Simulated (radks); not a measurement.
The table gives one normalised radial function P(r) = r R(r) of Tl2+ in [Xe] 4f14 5d10 6s1 (r in bohr). Method: scalar-relativistic Kohn-Sham, r2SCAN, spin-unpolarised, spherical densities, finite nucleus; meta-GGA in the generalised Kohn-Sham scheme; Fermi nuclear charge, rms radius 5.4759 fm; computed with a radial shooting solver on a logarithmic mesh with Libxc functionals.

| r | P |
|---|---|
| 0.0009701 | 0.0324 |
| 0.001304 | 0.0399 |
| 0.001754 | 0.0485 |
| 0.002358 | 0.0580 |
| 0.00317 | 0.0677 |
| 0.004262 | 0.0765 |
| 0.005776 | 0.0823 |
| 0.007765 | 0.0816 |
| 0.01044 | 0.0705 |
| 0.01404 | 0.0446 |
| 0.01887 | 0.0016 |
| 0.02537 | -0.0544 |
| 0.03411 | -0.1072 |
| 0.04623 | -0.1269 |
| 0.06216 | -0.0785 |
| 0.08357 | 0.0393 |
| 0.1124 | 0.1596 |
| 0.1511 | 0.1585 |
| 0.2031 | -0.0229 |
| 0.2731 | -0.2327 |
| 0.3701 | -0.1895 |
| 0.4975 | 0.1383 |
| 0.6689 | 0.3932 |
| 0.8994 | 0.2304 |
| 1.209 | -0.2637 |
| 1.626 | -0.6867 |
| 2.186 | -0.7617 |
| 2.962 | -0.5218 |
| 3.983 | -0.2270 |
| 5.354 | -0.0574 |
| 7.199 | -0.0074 |

Which n and l does it have? It may be an empty orbital.

Answer. n = 6, l = 0: the number of nodes gives n - l - 1 = 5, the rise at small r (about r^(l+1), flatter next to the nucleus through relativity) gives l, and the extent must fit the shell. The curve is that of 6s. 6s: eigenvalue -25.227 eV, 5 radial nodes at r = 0.0190, 0.0766, 0.197, 0.446, 1.04 bohr, <r> = 2.26 bohr, 90 % of the charge inside 3.27 bohr.
